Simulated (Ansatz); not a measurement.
BFH4O2Si can be A, `OB(O)[SiH2]F`, or B, `OB[SiH](O)F`.

Gas-phase electronic energies from Ansatz, PBE0-D4/def2-TZVP geometries. CCSD(T)/CBS adds triple-zeta CCSD(T) − MP2 to the extrapolated MP2 energy (def2 sets, frozen cores). Functionals use def2-TZVPP. Each species was taken in one conformer, which may not be the lowest.

Which is lower in electronic energy at CCSD(T)/CBS, and by how much? (Estimate.)

The calculation gave: A, by 22.7 kJ/mol.

Give E(B) − E(A) in kJ/mol with LDA (SPW92), ωB97M-V, MP2/def2-TZVPP, CCSD(T)/def2-TZVPP, BLYP-D4, r2SCAN-D4, PBE-D4. (An estimate is asked.)

Computed: LDA (SPW92) 39.3, ωB97M-V 25.9, MP2/def2-TZVPP 23.7, CCSD(T)/def2-TZVPP 25.3, BLYP-D4 28.2, r2SCAN-D4 30.2, PBE-D4 33.3. None reverses the order clearly.

Does the order hold for the free energy at 298.15 K (harmonic terms from PBE0-D4)? (An estimate is asked.)

Computed: Yes: G(B) − G(A) = +23.0 kJ/mol, for one conformer each. Modes under 60 cm⁻¹, often nearly free rotors, make the harmonic entropy too high.

Largest T1 diagnostic: 0.013.

At CCSD(T), def2-SVP lies +27.6 kJ/mol from the extrapolated value and def2-TZVPP +2.6 kJ/mol. From BLYP to BHLYP (50 % exact exchange), in def2-TZVPP and without D4, E(B) − E(A) moves by −3.5 kJ/mol.
